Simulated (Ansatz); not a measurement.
`CBC=S` and `OBC=S` differ in one atom or group.

Ansatz, PBE0-D4/def2-TZVP geometries, multiplicity 1. Each molecule was computed in one conformer, which needn't be the lowest.

```csv
property,`CBC=S`
LUMO energy (ωB97M-V/def2-TZVPP) / eV,-0.39
HOMO–LUMO gap (B3LYP/def2-TZVPP) / eV,3.97
HOMO energy (B3LYP/def2-TZVPP) / eV,-6.73
size of the dipole moment (PBE/def2-TZVPP) / D,1.31
size of the dipole moment (ωB97M-V/def2-TZVPP) / D,1.44
HOMO energy (PBE/def2-TZVPP) / eV,-5.83
```

Q: Give the same properties after the change, and the shifts. (Estimate.)

A: Computed: 
```csv
property,`OBC=S`,shift
LUMO energy (ωB97M-V/def2-TZVPP) / eV,-0.86,-0.47
HOMO–LUMO gap (B3LYP/def2-TZVPP) / eV,2.99,-0.98
HOMO energy (B3LYP/def2-TZVPP) / eV,-6.21,0.52
size of the dipole moment (PBE/def2-TZVPP) / D,2.53,1.22
size of the dipole moment (ωB97M-V/def2-TZVPP) / D,2.49,1.05
HOMO energy (PBE/def2-TZVPP) / eV,-5.19,0.64
```

With PBE0 the HOMO rises by 0.51 eV and the LUMO falls by 0.47 eV, so the gap narrows by about 0.98 eV. PBE moves the HOMO by 0.64 eV and ωB97M-V by 0.43 eV. The zero-point energy changes by -53.9 kJ/mol with -6 modes. Dipoles are sizes alone; their direction can turn.

B3LYP here is the variant with VWN-RPA as its local correlation; programs differ in this.
